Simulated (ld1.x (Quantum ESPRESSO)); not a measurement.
## An all-electron radial function and its pseudo partner (lead (Pb))

Columns: radius, all-electron u(r) and pseudo u(r) of the 6s shell (level -12.33 eV) of lead in the configuration [Xe] 4f14 5d10 6s1.75 6p2.25; PBE, scalar-relativistic, RRKJ scheme, ld1.x (Quantum ESPRESSO) 7.5.

```csv
r (bohr),all-electron,pseudo
0.110,0.1528,-0.0144
0.220,-0.0991,-0.0299
0.330,-0.2324,-0.0475
0.440,0.0094,-0.0687
0.550,0.2660,-0.0947
0.660,0.3769,-0.1272
0.770,0.3421,-0.1679
0.880,0.2124,-0.2180
0.990,0.0389,-0.2783
1.100,-0.1415,-0.3482
1.210,-0.3073,-0.4254
1.320,-0.4478,-0.5056
1.430,-0.5598,-0.5827
1.540,-0.6437,-0.6505
1.650,-0.7023,-0.7035
1.760,-0.7392,-0.7392
1.870,-0.7578,-0.7578
1.980,-0.7619,-0.7619
2.090,-0.7542,-0.7542
2.200,-0.7377,-0.7377
2.310,-0.7144,-0.7144
2.420,-0.6862,-0.6862
2.530,-0.6548,-0.6548
2.640,-0.6211,-0.6211
2.750,-0.5864,-0.5864
2.860,-0.5512,-0.5512
```

Task: How many radial nodes do the two functions have?

Result: The all-electron 6s function has n − l − 1 = 5 (the table is too coarse to show those close to the nucleus); the pseudo-wave has 0, since the states of the same l below it are removed with the core.

Task: At about which radius was the pseudo-wave matched?

Result: 1.90 bohr. The columns agree to 0.0005 from 1.76 bohr on; several derivatives are matched, so the curves merge somewhat inside the radius.

Task: Where does each function peak?

Result: Outermost all-electron maximum near 1.98 bohr, pseudo maximum near 1.98 bohr (to the table’s step).

Task: Is the pseudo-wave norm-conserving?

Result: Yes: the RRKJ scheme keeps the norm inside the radius equal to the all-electron one, which fixes the energy derivative of the logarithmic derivative at the level.
